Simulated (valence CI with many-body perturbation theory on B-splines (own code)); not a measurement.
E1 transitions of Pr LIV

Level of theory: valence CI with perturbative core correlation (CI+MBPT): four valence electrons over a frozen Dirac-Fock core [He], a basis of 11 s, 11 p, 9 d, 7 f, 5 g, 2 h, 1 i functions for each j, with the one-electron correlation potential Σ1 (screened to all orders), the two-electron term Σ2, the three-electron term Σ3, Breit, model QED; selected single and double excitations, second order for the rest (own B-spline code, finite nucleus).

No measured spectrum was set against this ion. As an estimate, large intervals hold to a few tenths of a per cent, small ones and those within an open d or f shell to about a per cent. Among the levels kept, up to 270 cm⁻¹ of a level comes from second order outside the variational space, and about a tenth of that is noise between levels of different J, which matters for small intervals.

Lines 101 to 150 of 269 in falling wavelength, among levels below 58496 × 10³ cm⁻¹, chosen from the strongest by gf and those to the six lowest levels. Wavelengths and rates use the calculated energies. Electric multipoles are in the length gauge, E1 and E2 with the static RPA response of the core. Weak lines are less certain than strong ones. Lines between different terms over intervals too small for the method are left out, as are lines whose strength nearly cancels. The highest levels of a list are the least certain.

Levels are named by their leading jj configuration (3d3/2^4 stands for four electrons in 3d with j = 3/2), which in mixed levels can hold well under half, so a name can repeat and another be missing. Letters in brackets count levels of one name in rising energy.

```
λ vac (Å)                           Upper                       Lower   A (s⁻¹)  S (a.u.) with core polarisation  S without
    15.07             (2p1/2 2p3/2^3) J=2      (2s 2p1/2 2p3/2^2) J=3  7.06e+11                         5.96e-03   5.98e-03
    2.226             (2s 2p1/2^2 3s) J=1      (2s 2p1/2^2 2p3/2) J=1  8.55e+12                         1.40e-04   1.39e-04
    2.213             (2s 2p1/2^2 3s) J=0      (2s 2p1/2^2 2p3/2) J=1  6.90e+13                         3.69e-04   3.68e-04
    2.207          (2s^2 2p1/2 3p3/2) J=1      (2s 2p1/2^2 2p3/2) J=1  1.61e+12                         2.56e-05   2.55e-05
    2.203         (2s 2p1/2 2p3/2 3s) J=3      (2s 2p1/2 2p3/2^2) J=3  3.18e+13                         1.17e-03   1.17e-03
    2.200     (2s 2p1/2 2p3/2 3s) J=2 [a]  (2s 2p1/2 2p3/2^2) J=2 [a]  3.32e+13                         8.73e-04   8.71e-04
    2.199             (2s 2p1/2^2 3s) J=1      (2s 2p1/2^2 2p3/2) J=2  5.82e+13                         9.17e-04   9.15e-04
    2.195     (2s 2p1/2 2p3/2 3s) J=2 [b]      (2s 2p1/2 2p3/2^2) J=3  5.43e+13                         1.42e-03   1.41e-03
    2.194             (2s^2 2p1/2 3s) J=1      (2s^2 2p1/2 2p3/2) J=2  6.16e+13                         9.65e-04   9.63e-04
    2.192     (2s 2p1/2 2p3/2 3s) J=1 [a]  (2s 2p1/2 2p3/2^2) J=2 [a]  5.92e+13                         9.23e-04   9.21e-04
    2.190             (2s^2 2p3/2 3s) J=2          (2s^2 2p3/2^2) J=2  3.95e+13                         1.03e-03   1.02e-03
    2.189             (2s^2 2p1/2 3s) J=0      (2s^2 2p1/2 2p3/2) J=1  7.60e+13                         3.94e-04   3.93e-04
    2.188             (2s^2 2p1/2 3s) J=1      (2s^2 2p1/2 2p3/2) J=1  1.21e+13                         1.88e-04   1.87e-04
    2.188             (2s^2 2p3/2 3s) J=1          (2s^2 2p3/2^2) J=2  6.54e+13                         1.01e-03   1.01e-03
    2.181          (2s^2 2p1/2 3p3/2) J=1      (2s 2p1/2^2 2p3/2) J=2  7.02e+12                         1.08e-04   1.08e-04
    2.117          (2s 2p1/2^2 3d3/2) J=1      (2s 2p1/2^2 2p3/2) J=1  6.68e+13                         9.38e-04   9.39e-04
    2.111  (2s 2p1/2 2p3/2 3d5/2) J=2 [a]  (2s 2p1/2 2p3/2^2) J=1 [a]  6.36e+13                         1.48e-03   1.48e-03
    2.101  (2s 2p1/2 2p3/2 3d5/2) J=3 [b]  (2s 2p1/2 2p3/2^2) J=2 [b]  4.02e+13                         1.29e-03   1.29e-03
    2.100  (2s 2p1/2 2p3/2 3d3/2) J=1 [c]  (2s 2p1/2 2p3/2^2) J=1 [b]  1.21e+14                         1.66e-03   1.66e-03
    2.100  (2s 2p1/2 2p3/2 3d5/2) J=1 [a]      (2s 2p1/2 2p3/2^2) J=0  2.46e+14                         3.37e-03   3.37e-03
    2.099  (2s 2p1/2 2p3/2 3d5/2) J=1 [b]  (2s 2p1/2 2p3/2^2) J=1 [b]  1.96e+14                         2.69e-03   2.69e-03
    2.098  (2s 2p1/2 2p3/2 3d5/2) J=2 [b]  (2s 2p1/2 2p3/2^2) J=1 [b]  1.42e+14                         3.24e-03   3.24e-03
    2.097  (2s 2p1/2 2p3/2 3d5/2) J=2 [b]  (2s 2p1/2 2p3/2^2) J=2 [b]  2.31e+14                         5.24e-03   5.25e-03
    2.097      (2s 2p1/2 2p3/2 3d5/2) J=0  (2s 2p1/2 2p3/2^2) J=1 [b]  5.46e+14                         2.48e-03   2.48e-03
    2.096  (2s 2p1/2 2p3/2 3d3/2) J=2 [a]  (2s 2p1/2 2p3/2^2) J=2 [a]  4.57e+13                         1.04e-03   1.04e-03
    2.095  (2s 2p1/2 2p3/2 3d3/2) J=1 [a]  (2s 2p1/2 2p3/2^2) J=2 [a]  7.14e+13                         9.72e-04   9.73e-04
    2.094  (2s 2p1/2 2p3/2 3d3/2) J=3 [b]      (2s 2p1/2 2p3/2^2) J=3  2.84e+13                         9.00e-04   9.01e-04
    2.094          (2s 2p1/2^2 3d5/2) J=2      (2s 2p1/2^2 2p3/2) J=1  5.02e+14                         1.14e-02   1.14e-02
    2.093          (2s 2p1/2^2 3p1/2) J=1      (2s^2 2p1/2 2p3/2) J=1  1.05e+12                         1.43e-05   1.43e-05
    2.093          (2s 2p1/2^2 3d3/2) J=1      (2s 2p1/2^2 2p3/2) J=2  1.69e+13                         2.30e-04   2.30e-04
    2.093  (2s 2p1/2 2p3/2 3p1/2) J=2 [b]          (2s^2 2p3/2^2) J=2  1.32e+12                         2.98e-05   2.98e-05
    2.093  (2s 2p1/2 2p3/2 3d3/2) J=1 [d]  (2s 2p1/2 2p3/2^2) J=1 [b]  1.79e+14                         2.43e-03   2.43e-03
    2.093  (2s 2p1/2 2p3/2 3d3/2) J=2 [b]      (2s 2p1/2 2p3/2^2) J=3  6.76e+13                         1.53e-03   1.53e-03
    2.092          (2s^2 2p1/2 3d3/2) J=2      (2s^2 2p1/2 2p3/2) J=2  9.35e+13                         2.11e-03   2.11e-03
    2.092  (2s 2p1/2 2p3/2 3d3/2) J=1 [d]  (2s 2p1/2 2p3/2^2) J=2 [b]  1.12e+14                         1.52e-03   1.52e-03
    2.092          (2s 2p1/2^2 3d3/2) J=2      (2s 2p1/2^2 2p3/2) J=2  1.18e+14                         2.66e-03   2.66e-03
    2.089  (2s 2p1/2 2p3/2 3d5/2) J=1 [b]      (2s 2p1/2 2p3/2^2) J=0  1.32e+14                         1.78e-03   1.78e-03
    2.087  (2s 2p1/2 2p3/2 3d5/2) J=3 [a]      (2s 2p1/2 2p3/2^2) J=3  2.85e+13                         8.94e-04   8.95e-04
    2.086          (2s^2 2p1/2 3d3/2) J=2      (2s^2 2p1/2 2p3/2) J=1  9.72e+12                         2.18e-04   2.18e-04
    2.085          (2s^2 2p3/2 3d3/2) J=2          (2s^2 2p3/2^2) J=2  1.72e+13                         3.85e-04   3.85e-04
    2.085  (2s 2p1/2 2p3/2 3p1/2) J=1 [b]          (2s^2 2p3/2^2) J=2  2.63e+13                         3.53e-04   3.53e-04
    2.084          (2s^2 2p1/2 3d3/2) J=1      (2s^2 2p1/2 2p3/2) J=2  1.50e+13                         2.00e-04   2.01e-04
    2.081  (2s 2p1/2 2p3/2 3p1/2) J=2 [c]          (2s^2 2p3/2^2) J=2  1.02e+13                         2.27e-04   2.27e-04
    2.081  (2s 2p1/2 2p3/2 3d3/2) J=2 [c]      (2s 2p1/2 2p3/2^2) J=3  6.88e+13                         1.53e-03   1.53e-03
    2.080          (2s^2 2p3/2 3d3/2) J=1          (2s^2 2p3/2^2) J=2  8.95e+13                         1.19e-03   1.19e-03
    2.078  (2s 2p1/2 2p3/2 3d3/2) J=3 [c]      (2s 2p1/2 2p3/2^2) J=3  1.11e+14                         3.45e-03   3.46e-03
    2.078          (2s^2 2p1/2 3d3/2) J=1      (2s^2 2p1/2 2p3/2) J=1  9.16e+13                         1.22e-03   1.22e-03
    2.078          (2s^2 2p3/2 3d5/2) J=1          (2s^2 2p3/2^2) J=0  5.94e+14                         7.88e-03   7.89e-03
    2.077  (2s 2p1/2 2p3/2 3d5/2) J=3 [b]      (2s 2p1/2 2p3/2^2) J=3  3.28e+14                         1.02e-02   1.02e-02
    2.076  (2s 2p1/2 2p3/2 3d5/2) J=2 [a]  (2s 2p1/2 2p3/2^2) J=2 [a]  3.41e+14                         7.52e-03   7.53e-03
```
